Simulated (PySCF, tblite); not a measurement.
Isomers of [C6H10O2P]- (charge -1), one GFN2-xTB conformer each. Single-point energies are computed at PBE0/pcSseg-1 (PySCF, gas phase, no added dispersion term), electronic only.

| SMILES | GFN2-xTB relative energy (kJ/mol) |
| --- | --- |
| C#C[P@@](=O)([O-])CCCC | 60.9 |
| C#C[P@@](=O)([O-])C(C)(C)C | 35.4 |
| C/C=C/[P@](=O)([O-])C1CC1 | 12.0 |
| C=C[P@](=O)([O-])C1CCC1 | 0.0 |

Conformers: `[CH:1]#[C:2][P@@:3](=[O:4])([O-:5])[CH2:6][CH2:7][CH2:8][CH3:9]` (charge -1) with C2–P3–C6–C7 -163°, P3–C6–C7–C8 -67°, C6–C7–C8–C9 175°; `[CH3:1]/[CH:2]=[CH:3]/[P@:4](=[O:5])([O-:6])[CH:7]1[CH2:8][CH2:9]1` (charge -1) with C2–C3–P4–O5 11°, C3–P4–C7–C8 153°; `[CH2:1]=[CH:2][P@:3](=[O:4])([O-:5])[CH:6]1[CH2:7][CH2:8][CH2:9]1` (charge -1) with C1–C2–P3–O4 7°, C2–P3–C6–C7 -74°, P3–C6–C7–C8 -97°, C6–C7–C8–C9 -13°, C7–C8–C9–C6 13°, P3–C6–C9–C8 100°.

What does PBE0/pcSseg-1 give for the same structures?

| SMILES | PBE0/pcSseg-1 E (Eh) | PBE0/pcSseg-1 (kJ/mol) | GFN2-xTB (kJ/mol) | point group |
| --- | --- | --- | --- | --- |
| C/C=C/[P@](=O)([O-])C1CC1 | -725.88660 | 0.0 | 12.0 | C1 |
| C=C[P@](=O)([O-])C1CCC1 | -725.88088 | 15.0 | 0.0 | C1 |
| C#C[P@@](=O)([O-])C(C)(C)C | -725.87382 | 33.5 | 35.4 | Cs |
| C#C[P@@](=O)([O-])CCCC | -725.86932 | 45.4 | 60.9 | C1 |

GFN2-xTB puts C=C[P@](=O)([O-])C1CCC1 lowest instead; measured from each level's own lowest isomer, the values differ by up to 15.5 kJ/mol (C#C[P@@](=O)([O-])CCCC: 60.9 against 45.4). As drawn, the lowest has a three-membered ring, which the highest lacks. Neighbours under 21 kJ/mol apart (C/C=C/[P@](=O)([O-])C1CC1 and C=C[P@](=O)([O-])C1CCC1; C=C[P@](=O)([O-])C1CCC1 and C#C[P@@](=O)([O-])C(C)(C)C; C#C[P@@](=O)([O-])C(C)(C)C and C#C[P@@](=O)([O-])CCCC) can change places with a better method, another conformer or zero-point energy.

What happens when harmonic zero-point energies from GFN2-xTB frequencies are added?

| SMILES | ZPE (kJ/mol) | electronic (kJ/mol) | with ZPE (kJ/mol) |
| --- | --- | --- | --- |
| C/C=C/[P@](=O)([O-])C1CC1 | 387.7 | 0.0 | 0.0 |
| C=C[P@](=O)([O-])C1CCC1 | 390.7 | 15.0 | 18.1 |
| C#C[P@@](=O)([O-])C(C)(C)C | 384.1 | 33.5 | 29.9 |
| C#C[P@@](=O)([O-])CCCC | 387.0 | 45.4 | 44.7 |

The zero-point energies span 6.6 kJ/mol. The order is unchanged.
